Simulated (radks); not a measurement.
The numbers below are computed, except where a source is named.
All-electron atom: Li in 1s1 2s1 3d1 (not the ground configuration). Code: a radial shooting solver on a logarithmic mesh with Libxc functionals. Model: scalar-relativistic Kohn-Sham, exchange-only B88, spin-polarised, spherical densities, point nucleus; open shells are filled with parallel spins first.

Normalised radial functions P(r) = r R(r), r in bohr:

```
   r/bohr * 2s up, o 2p up (the largest magnitude, 0.659, reaches the edge; | marks zero, & curves that meet)
  0.04372                             o   *
  0.06266                             o     *
  0.08981                             |o      *
   0.1287                             |o        *
   0.1845                             | o        *
   0.2645                             |   o       *
   0.3791                             |     o    *
   0.5433                             |     *   o
   0.7788                          *  |               o
    1.116              *              |                    o
      1.6    *                        |                        o
    2.293  *                          |                        o
    3.287         *                   |                 o
    4.711                    *        |        o
    6.753                           * |  o
    9.679                             &
    13.87                             &
    19.88                             &
     28.5                             &
```

2s up: eigenvalue -9.607 eV, 1 radial node at r = 0.701 bohr, <r> = 2.51 bohr, 90 % of the charge inside 3.87 bohr. 2p up (empty): eigenvalue -7.251 eV, 0 radial nodes, <r> = 2.39 bohr, 90 % of the charge inside 3.89 bohr.
